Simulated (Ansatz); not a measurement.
BI$_{3}$ (SMILES IB(I)I), singlet, geometry from GFN2-xTB (core potentials on I). Base run: Ansatz (a quantum-chemistry and plane-wave program) with PBE0/def2-SVP.

Ansatz was given this input:
Ansatz 0.2 input:
```yaml
crystal:
  periodic: [false, false, false]
  atoms:
    - {symbol: B, position_ang: [-0.00000000, -0.00000000, -0.00000000]}
    - {symbol: I, position_ang: [1.99149933, -0.34837003, -0.59670522]}
    - {symbol: I, position_ang: [-0.73946532, -0.87800252, 1.76799066]}
    - {symbol: I, position_ang: [-1.25203400, 1.22637255, -1.17128544]}
basis:
  gaussian:
    orbitals: def2-SVP
hamiltonian:
  xc: pbe0
```

The bond that is stretched is that between atoms 4 and 1. A test that says stable can miss a lower solution.

Variants of this job, named by their change:

```json
[
 {"change": "base", "ΔE vs base (kcal/mol)": "0.000", "<S^2>": "0.000", "stability test says": "minimum (restricted orbitals)"},
 {"change": "spin_polarized = on; lower_state_search = off", "ΔE vs base (kcal/mol)": "0.000", "<S^2>": "0.000", "stability test says": "undecided (no full test)"},
 {"change": "spin_polarized = on; lower_state_search = standard", "ΔE vs base (kcal/mol)": "0.000", "<S^2>": "0.000", "stability test says": "minimum"},
 {"change": "bond × 1.25", "ΔE vs base (kcal/mol)": "23.53", "<S^2>": "0.000", "stability test says": "minimum (restricted orbitals)"},
 {"change": "spin_polarized = on; lower_state_search = off; bond × 1.25", "ΔE vs base (kcal/mol)": "23.53", "<S^2>": "0.000", "stability test says": "undecided (no full test)"},
 {"change": "spin_polarized = on; lower_state_search = standard; bond × 1.25", "ΔE vs base (kcal/mol)": "23.53", "<S^2>": "0.000", "stability test says": "minimum"},
 {"change": "bond × 1.5", "ΔE vs base (kcal/mol)": "54.81", "<S^2>": "0.000", "stability test says": "minimum (restricted orbitals)"},
 {"change": "spin_polarized = on; lower_state_search = off; bond × 1.5", "ΔE vs base (kcal/mol)": "54.81", "<S^2>": "0.000", "stability test says": "undecided (no full test)"},
 {"change": "spin_polarized = on; lower_state_search = standard; bond × 1.5", "ΔE vs base (kcal/mol)": "54.81", "<S^2>": "0.000", "stability test says": "minimum"},
 {"change": "bond × 1.8", "ΔE vs base (kcal/mol)": "80.6", "<S^2>": "0.000", "stability test says": "minimum (restricted orbitals)"},
 {"change": "spin_polarized = on; lower_state_search = off; bond × 1.8", "ΔE vs base (kcal/mol)": "80.6", "<S^2>": "0.000", "stability test says": "undecided (no full test)"},
 {"change": "spin_polarized = on; lower_state_search = standard; bond × 1.8", "ΔE vs base (kcal/mol)": "74.5", "<S^2>": "0.658", "stability test says": "minimum"},
 {"change": "bond × 2.2", "ΔE vs base (kcal/mol)": "98.6", "<S^2>": "0.000", "stability test says": "minimum (restricted orbitals)"},
 {"change": "spin_polarized = on; lower_state_search = off; bond × 2.2", "ΔE vs base (kcal/mol)": "81.4", "<S^2>": "0.913", "stability test says": "undecided (no full test)"},
 {"change": "spin_polarized = on; lower_state_search = standard; bond × 2.2", "ΔE vs base (kcal/mol)": "81.4", "<S^2>": "0.913", "stability test says": "minimum"},
 {"change": "bond × 3.0", "ΔE vs base (kcal/mol)": "110.1", "<S^2>": "0.000", "stability test says": "minimum (restricted orbitals)"},
 {"change": "spin_polarized = on; lower_state_search = off; bond × 3.0", "ΔE vs base (kcal/mol)": "83.2", "<S^2>": "1.005", "stability test says": "undecided (no full test)"},
 {"change": "spin_polarized = on; lower_state_search = standard; bond × 3.0", "ΔE vs base (kcal/mol)": "83.2", "<S^2>": "1.005", "stability test says": "minimum"}
]
```

Where a bond breaks into two radicals, a solution with restricted orbitals usually stops being the lowest and lies too high; an unrestricted one lies lower at the price of spin contamination, which <S^2> shows.
